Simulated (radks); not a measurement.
All-electron atom: neutral potassium in [Ne] 3s1 3p6 4s1 3d1 (not the ground configuration). Calculated with a radial shooting solver on a logarithmic mesh with Libxc functionals: Dirac Kohn-Sham, BP86, spin-unpolarised, spherical densities, point nucleus; open shells fill j = l - 1/2 first.

Spin-orbit splittings of the eigenvalues, e(l+1/2) - e(l-1/2), with zeta = 2 splitting/(2l+1) and mean radii in bohr:

shell	occ.	splitting (eV)	zeta (eV)	<r> j=l-1/2	<r> j=l+1/2
2p	6	2.900	1.933	0.3485	0.3510
3p	6	0.2881	0.1921	1.380	1.388
3d	1	0.008579	0.003431	3.206	3.219
4p	0	0.01217	0.008111	5.998	6.024
